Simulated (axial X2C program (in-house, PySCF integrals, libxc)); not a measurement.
Potential curves of PdH, 2c

Calculated with an axial X2C code built on PySCF integrals. Two-component (2c) means X2C with spin–orbit coupling and atomic mean-field two-electron Coulomb and Gaunt terms. Basis: Pd dyall-cv3z [12s12p8d5f3g], H dyall-v3z [6s2p1d] (cores contracted in-house); Gaussian nuclei, density fitting, unrestricted open shells. Masses: Pd 105.903 u, H 1.008 u.

State: Ω = 1/2 (⟨Sz⟩ = 0.46, ⟨Lz⟩ = 0.04 at HF). Energies in cm⁻¹ from the fragments at the same level (Pd + H). Fits are polynomials in 1 − R0/R over 0.85 to 1.23 times the lowest point R0.

```csv
R (Å),CCSD,TPSS,CCSD(T)
1.3363,,-18127,
1.3978,-17635,-20181,-17579
1.4438,-18435,-21114,-18339
1.4899,-18852,-21640,-18713
1.5360,-18959,-21836,-18779
1.5898,-18775,-21731,-18548
1.6435,-18331,-21348,-18061
1.7126,-17478,-20551,-17160
1.7971,,-19255,
1.9200,,-17016,
```

Correlated methods: 11 electrons correlated (number of frozen shells: Pd 4 s, 3 p, 1 d; H none), 221 virtual spin orbitals or spinors in MP2, 90 natural virtuals in coupled cluster.

Occupations by symmetry block were frozen at the best pattern of an incomplete PBE0 search. De is counted from the lowest determinant-based energies of the atoms at the same level, without counterpoise correction. Density functionals use the spin component along the axis (collinear). CCSD and (T) use frozen natural virtuals with an MP2 correction for the truncation; (T) itself is uncorrected, so its De runs slightly low. The T1 diagnostic is large, a sign of multireference character. Coupled cluster ran on the points near the minimum only. MP2 and coupled cluster on one determinant become unreliable at the stretched end.

(1) What are Re, ωe and De at the CCSD level?

(2) What are Re, ωe and De at the TPSS level?

(3) Fit the CCSD(T) curve near its minimum: give the equilibrium distance, the harmonic wavenumber and the well depth.

## Answers

(1) At CCSD, 2c: Re = 1.531 Å, ωe ≈ 2000 cm⁻¹, De = 2.35 eV to Pd + H; Be follows as 7.2 cm⁻¹.

(2) At TPSS, 2c: Re = 1.545 Å, ωe ≈ 2010 cm⁻¹, De = 2.71 eV to Pd + H; Be follows as 7.07 cm⁻¹.

(3) At CCSD(T), 2c: Re = 1.524 Å, ωe ≈ 2030 cm⁻¹, De = 2.33 eV to Pd + H; Be follows as 7.27 cm⁻¹.
